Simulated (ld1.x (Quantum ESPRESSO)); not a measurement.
palladium: variants of one ultrasoft potential

Base potential:

ld1.x (Quantum ESPRESSO) 7.5 input, shortened:

```
&input
   title='Pd', zed=46., rel=1, dft='PZ', iswitch=3,
   config='[Kr] 4d10 5s0 5p0'
 /
 &inputp
   pseudotype=3, tm=.true., lloc=-2, rcloc=1.95,
   nlcc=.true., rcore=1.20,
   which_augfun='PSQ', rmatch_augfun_nc=.true.
 /
6
4S  1  0   2.00   0.00  1.45  1.60  0.0
5S  2  0   0.00   0.00  1.45  1.60  0.0
4P  2  1   6.00   0.00  1.85  2.20  0.0
5P  3  1   0.00   0.00  1.85  2.20  0.0
4D  3  2  10.00   0.00  1.10  1.20  0.0
4D  3  2   0.00   0.05  1.10  1.20  0.0
 &test
   configts(1)='4s2 4p6 4d10 5s0 5p0'
 /
```

All-electron outer shells of the reference configuration (LDA (PZ), scalar-relativistic, ld1.x):

```json
{"shell": "3p", "level (eV)": "-515.83", "outermost node (bohr)": "0.15", "outermost maximum (bohr)": "0.34"}
{"shell": "3d", "level (eV)": "-325.96", "outermost node (bohr)": "–", "outermost maximum (bohr)": "0.28"}
{"shell": "4s", "level (eV)": "-85.44", "outermost node (bohr)": "0.45", "outermost maximum (bohr)": "0.85"}
{"shell": "4p", "level (eV)": "-51.36", "outermost node (bohr)": "0.46", "outermost maximum (bohr)": "0.91"}
{"shell": "4d", "level (eV)": "-4.31", "outermost node (bohr)": "0.45", "outermost maximum (bohr)": "1.10"}
{"shell": "5s", "level (eV)": "-3.62", "outermost node (bohr)": "1.15", "outermost maximum (bohr)": "2.64"}
{"shell": "5p", "level (eV)": "-0.36", "outermost node (bohr)": "1.31", "outermost maximum (bohr)": "4.09"}
```

Cutoffs, loose and tight: the cutoffs (Ry, on a coarse ladder) from which the occupation-weighted sum of valence levels, in a spherical-Bessel basis at the reference potential, stays within 10 and 1 mRy of its value at 400 Ry. They do not see the model core or the augmentation charge, which bear on the density cutoff. Test errors are all-electron minus pseudo excitation energies from the reference, over the configurations 4s2 4p6 4d9 5s0 5p0; 4s2 4p6 4d8 5s0 5p0; 4s2 4p6 4d7 5s0 5p0; 4s2 4p6 4d9 5s0 5p1; 4s2 4p6 4d9 5s1 5p0; 4s2 4p6 4d8 5s1 5p0; 4s2 4p6 4d9.5 5s0 5p0 (two spin-polarised tests are not counted in the largest error). A dash means not determined; rows that change the core or the reference have their own tests. The largest error is taken over the tests solved by every variant that gives reliable tests at all: 4s2 4p6 4d8 5s0 5p0; 4s2 4p6 4d8 5s1 5p0; 4s2 4p6 4d9 5s0 5p0; 4s2 4p6 4d9 5s0 5p1; 4s2 4p6 4d9 5s1 5p0; 4s2 4p6 4d9.5 5s0 5p0.

| change | outcome | cutoff, loose | cutoff, tight | bound ghosts | largest test error (meV) |
| --- | --- | --- | --- | --- | --- |
| base | generated | 80 Ry | 140 Ry | none | -4.7 |
| local potential all-electron potential smoothed inside 0.86 bohr (lloc = -2) | generated | 80 Ry | 140 Ry | none | +5.0 |
| local potential all-electron potential smoothed inside 1.14 bohr (lloc = -2) | generated | 80 Ry | 140 Ry | none | +5.0 |
| local potential all-electron potential smoothed inside 1.30 bohr (lloc = -2) | generated | 80 Ry | 140 Ry | none | +5.0 |
| local potential all-electron potential smoothed inside 1.48 bohr (lloc = -2) | generated | 80 Ry | 140 Ry | none | -5.0 |
| local potential all-electron potential smoothed inside 1.70 bohr (lloc = -2) | generated | 80 Ry | 140 Ry | none | +4.8 |
| local potential all-electron potential smoothed inside 1.92 bohr (lloc = -2) | generated | 80 Ry | 140 Ry | none | -4.7 |
| local potential all-electron potential smoothed inside 2.10 bohr (lloc = -2) | generated | 80 Ry | 140 Ry | none | -5.1 |
| local potential all-electron potential smoothed inside 2.28 bohr (lloc = -2) | generated | 80 Ry | 140 Ry | none | -5.7 |
| local potential all-electron potential smoothed inside 2.56 bohr (lloc = -2) | generated | 80 Ry | 140 Ry | none | -7.8 |

Reading the sweep of the rcloc (base included, trends over the rows without a ghost): The loose cutoff stays near 80 Ry. The median size of the test errors (rows with all tests solved) stays near 3.8 meV.
